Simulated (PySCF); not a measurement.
# Dipole moment and polarisability of `[SiH2]1P[SiH2]P[SiH2]P1`

Species: H9P3Si3.
SMILES with atom numbers: `[SiH2:1]1[PH:2][SiH2:3][PH:4][SiH2:5][PH:6]1` (hydrogens: H7, H8 on Si1; H9 on P2; H10, H11 on Si3; H12 on P4; H13, H14 on Si5; H15 on P6)

Cartesian coordinates in Å at the GFN2-xTB level; atoms count from 1:
```
atom  x, y, z in Å
Si1   -1.5616   -1.3033    0.3308
P2    -2.2061    0.8440    0.3640
Si3   -0.2673    1.9151    0.7137
P4     1.2199    1.5742   -0.9354
Si5    1.6985   -0.6004   -0.6851
P6    -0.1152   -1.7474   -1.3299
H7    -1.0397   -1.6203    1.6686
H8    -2.7554   -2.1121    0.0727
H9    -2.1862    0.9988   -1.0068
H10   -0.5596    3.3505    0.7225
H11    0.2182    1.5098    2.0414
H12    2.3074    2.0174   -0.2141
H13    2.7724   -0.9208   -1.6304
H14    2.1604   -0.9487    0.6713
H15    0.3098   -2.9488   -0.8052
```

Level: CAM-B3LYP/def2-SVPD (PySCF), static field, nuclei fixed, core orbitals frozen in the response. The polarisability tensor in these axes (au):

```
x   168.57   3.19 -15.04
y     3.19 169.51  10.58
z   -15.04  10.58 133.87
```

Q: Give the principal values, the mean and the anisotropy Δα = √{½[(α1 − α2)² + (α2 − α3)² + (α1 − α3)²]}.

A: Principal values 125.50, 172.05 and 174.40 au; mean 157.32 au = 23.31 Å³ = 25.94 × 10⁻⁴⁰ C²·m²/J; Δα = 47.77 au (30 % of the mean).

Q: What is the dipole moment, and where does it point?

A: (0.88, -0.45, 0.83) D, 1.29 D in size, pointing from the negative to the positive side. Measured along this direction, the outermost atoms are H9 at the negative end and H14 at the positive end.

Q: What molar refraction does this α imply?

A: Lorentz–Lorenz: R = (4π/3)N_A α = 2.5225 cm³/(mol·Å³) × 23.31 Å³ = 58.8 cm³/mol, in the limit of long wavelengths.

Q: Orientational against electronic polarisability at 500 K (dilute gas, rigid molecules)?

A: In Gaussian units μ²/3kT = 8.04 Å³ against 23.31 Å³, a ratio of 0.34; the Debye molar polarisation (4π/3)N_A(α + μ²/3kT) is 79.1 cm³/mol, leaving out the vibrational part.

Q: Refractivity n − 1 of an ideal gas of it at 273.15 K and 1 atm, from the electronic α?

A: N = p/kT = 2.6868 × 10¹⁹ cm⁻³, so n − 1 = 2π × N × 23.31 × 10⁻²⁴ cm³ = 3935 × 10⁻⁶ at long wavelengths.

Q: Rayleigh depolarisation ratio (linearly polarised light, static tensor)?

A: ρ = 3Δα²/(45ᾱ² + 4Δα²) = 6846.1/(1113708 + 9128.2) = 0.0061.

Q: Find the Langevin capture rate constant for H3O+ (19.018 u) meeting this molecule (185.922 u), k = 2.342 × 10⁻⁹ cm³/s × √(α in Å³ / reduced mass in u).

A: The reduced mass is 17.25 u, so k = 2.72 × 10⁻⁹ cm³/s. The formula leaves out the permanent dipole, which adds to the capture rate.

The structure is a single GFN2-xTB conformer in the gas phase; no vibrational or solvent corrections.
